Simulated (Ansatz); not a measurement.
`N[Si](F)(F)F` + CH₃OH → `CO[Si](F)(F)F` + NH₃ at 600 K and 1 bar (ligand exchange at the Si–N bond).

Gas-phase electronic energies from Ansatz, PBE0-D4/def2-TZVP geometries. CCSD(T)/CBS adds triple-zeta CCSD(T) − MP2 to the extrapolated MP2 energy (def2 sets, frozen cores). This one scheme is used for every species. One conformer a species, not always the lowest.

```
        species  CCSD(T)/CBS energy (Eh)  H − E (kJ/mol)  S (J/(mol·K))
 `N[Si](F)(F)F`               -644.62042           144.7          401.5
          CH₃OH               -115.61712           163.6          277.3
`CO[Si](F)(F)F`               -703.74509           197.1          445.8
            NH₃                -56.50880           112.4          219.5
```

H − E and S are ideal-gas, rigid-rotor, harmonic terms from PBE0-D4/def2-TZVP, for one conformer and one mirror image of each species. 1 Eh = 2625.50 kJ/mol, R = 8.31446 J/(mol·K).

Question: By hand: ΔE, ΔH, ΔS and ΔG.

Answer: ΔE = (-703.74509) + (-56.50880) − (-644.62042) − (-115.61712) = -0.01635 Eh = -42.9 kJ/mol. Δ(H − E) = 197.1 + 112.4 − 144.7 − 163.6 = 1.2, so ΔH = -41.7 kJ/mol. ΔS = 445.8 + 219.5 − 401.5 − 277.3 = -13.5 J/(mol·K). ΔG = -41.7 − 600 × (-13.5)/1000 = -33.6 kJ/mol.

Question: By hand: the equilibrium constant, and the temperature at which ΔG would vanish if ΔH and ΔS stayed fixed.

Answer: log₁₀ K = −ΔG/(RT ln 10) = 2.9. ΔG = 0 at ΔH/ΔS = 3089 K, far beyond where these terms or the molecules hold.

The number of gas molecules stays the same, so ΔS is small and ΔH decides. A doubt of 5 kJ/mol in ΔE shifts log₁₀ K by 0.4 here. Other conformers and mirror images would add mixing entropy, several J/(mol·K) or more a flexible species. Modes under 60 cm⁻¹, often nearly free rotors, make the harmonic entropy too high. These are equilibria of isolated gas molecules and say nothing of rates. Largest T1 diagnostic: 0.011 (customary marks: 0.02 for closed shells, 0.045 for open ones).
